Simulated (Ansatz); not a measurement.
A set of 12 reactions (hydrogenolysis), with CCSD(T)/CBS values in kJ/mol:

| reaction | ΔE |
| --- | --- |
| `B[SiH](F)BCl` + H₂ → `B[SiH](B)F` + HCl | 79.1 |
| `C=C[Si](O)([SiH3])[SiH3]` + H₂ → `C=C[SiH]([SiH3])[SiH3]` + H₂O | 56.2 |
| `N#[C][SnH2][Cl]` + H₂ → `N#[C][SnH3]` + HCl | 65.2 |
| `C[CH](F)[AlH2]` + H₂ → `F[CH2][AlH2]` + CH₄ | -60.9 |
| `C[CH](C)[Mg][CH](C)C` + H₂ → `C[CH](C)[MgH]` + `CCC` | -58.7 |
| `CS[SiH2][GeH3]` + H₂ → `[SiH3][GeH3]` + CH₃SH | 38.2 |
| `C=C[SiH2]B(O)Cl` + H₂ → `OB([SiH3])Cl` + `C=C` | -25.8 |
| `C=C[Si](N)(Cl)OC` + H₂ → `CO[SiH](N)Cl` + `C=C` | -8.2 |
| `C[SiH](N)O[SiH3]` + H₂ → `N[SiH2]O[SiH3]` + CH₄ | -16.6 |
| `C[CH](F)[AlH2]` + H₂ → `C[CH2][AlH2]` + H–F | -118.7 |
| `C[SiH2]C` + H₂ → `C[SiH3]` + CH₄ | -25.8 |
| `Brc1ccccc1` + H₂ → `c1ccccc1` + HBr | -69.9 |

Computed with Ansatz on PBE0-D4/def2-TZVP structures; ΔE is electronic, products minus reactants. CCSD(T)/CBS adds triple-zeta CCSD(T) − MP2 to the extrapolated MP2 energy (def2 sets, frozen cores). This one scheme is used for every species. DFT in def2-TZVPP. B3LYP here is the variant with VWN-RPA as its local correlation; programs differ in this. def2 core potentials past Kr. For Br, Ge, Mg, Sn outer-core shells are correlated without core-valence functions, which leaves a few kJ/mol of doubt a bond. Scalar relativity is left out up to krypton. One conformer a species, not always the lowest.

(1) Give the mean, mean absolute and largest difference (level minus CCSD(T)/CBS, kJ/mol) for: PBE-D4, PBE0-D4, B3LYP-D4, ωB97X-V, B2PLYP, PBE, r2SCAN, B3LYP, HF/def2-TZVPP, SCS-MP2/def2-TZVPP, CCSD(T)/def2-TZVPP, MP2/def2-QZVPP, HF/CBS(def2), MP2/CBS(def2). (Estimate.)

The largest T1 diagnostic in the set is 0.014, for `N#[C][SnH3]` (customary mark 0.02).

CCSD(T)/CBS is a level of theory with its own doubt, and the functionals carry their triple-zeta basis error, so these figures describe this set and don't rank the functionals.

Results:

(1) The calculation gave: 
| level | mean | mean absolute | largest |
| --- | --- | --- | --- |
| PBE-D4 | 3.5 | 4.7 | 14.8 |
| PBE0-D4 | -1.3 | 2.6 | -12.1 |
| B3LYP-D4 | -0.4 | 4.2 | 14.8 |
| ωB97X-V | -2.3 | 5.1 | -16.9 |
| B2PLYP | -5.2 | 6.7 | -12.5 |
| PBE | -2.4 | 5.5 | 13.9 |
| r2SCAN | 1.1 | 3.5 | 13.9 |
| B3LYP | -9.8 | 12.0 | -18.2 |
| HF/def2-TZVPP | -22.8 | 23.3 | -47.3 |
| SCS-MP2/def2-TZVPP | -2.0 | 3.5 | -7.6 |
| CCSD(T)/def2-TZVPP | -3.0 | 3.2 | -10.8 |
| MP2/def2-QZVPP | 4.8 | 6.0 | 12.1 |
| HF/CBS(def2) | -22.9 | 23.4 | -47.0 |
| MP2/CBS(def2) | 6.1 | 7.3 | 12.1 |
